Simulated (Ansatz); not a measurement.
`FC(F)C1(F)OC1(F)F` at its PBE0-D4/def2-TZVP geometry, where that method's forces vanish. The species carries charge 0 and has multiplicity 1.

```xyz
10

F     1.2988   -1.4398    0.9314
C     0.0304   -1.1000    0.6326
F    -0.7441   -1.3596    1.7017
C    -0.0242    0.3796    0.3273
F     0.3476    1.1373    1.3539
O    -1.1911    0.8203   -0.3588
C     0.0039    0.9286   -1.0146
F     0.4469    2.1463   -1.2560
F     0.1483    0.1798   -2.0995
H    -0.3166   -1.6926   -0.2181
```

Problem. What forces (eV/Å) does PBE-D4/def2-TZVPP give on these atoms in Ansatz 0.2.0? (Best estimate.)

Solution. The calculation gave: 
```
F1   0.833 -0.238  0.156
C2  -0.163  0.191 -0.470
F3  -0.546 -0.192  0.680
C4   0.287 -0.475 -0.022
F5   0.262  0.484  0.715
O6  -1.283  0.144  0.036
C7   0.255 -0.123  0.126
F8   0.341  0.910 -0.179
F9   0.107 -0.542 -0.815
H10 -0.093 -0.158 -0.227
```
